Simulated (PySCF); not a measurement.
Spinor energies of Ga²⁺ (gallium, charge +2)

Start: [Ar] 3d10 4s1; 4s1/2 filled at m_j = +1/2. Calculated with PySCF 2.14 in x2c-TZVPPall-2c: generalised Hartree-Fock with the X2C-1e Hamiltonian and a Gaussian nucleus; one run each with spin-orbit coupling (SO) switched off, then screened by Boettger's factors.

```csv
spinor shell,electrons,"ε, spin-free (eV)","ε, screened SO (eV)",weight of nominal j (screened SO),"rms radius, screened SO (bohr)"
1s1/2,2,-10461.7,-10461.5,1.000,0.0560
2s1/2,2,-1361.2,-1361.1,1.000,0.235
2p1/2,2,-1183.0,-1202.0,1.000,0.209
2p3/2,4,-1183.0,-1173.9,1.000,0.212
3s1/2,2,-199.01,-199.00,1.000,0.699
3p1/2,2,-143.15,-145.79,1.000,0.730
3p3/2,4,-143.15,-141.88,1.000,0.740
3d3/2,4,-51.765,-52.076,0.991,0.883
3d5/2,6,-51.765,-51.556,0.994,0.887
4s1/2,1,-29.740,-29.740,1.000,2.29
```

| quantity | spin-free | screened SO |
| --- | --- | --- |
| E (hartree) | -1941.24440 | -1941.30745 |
| M_J | 1/2 | 1/2 |
| ⟨J²⟩ | 0.751 | 0.751 |
| ⟨L²⟩ | 0.000 | 0.002 |
| ⟨S²⟩ | 0.751 | 0.752 |

Each row is a mean over spinors that exchange with the open shell spreads, by up to 0.473 eV (3s1/2).

Without spin-orbit coupling the j labels of p, d and f shells carry no meaning; the spin-free column gives the mean over the occupied spinors of each nl shell.
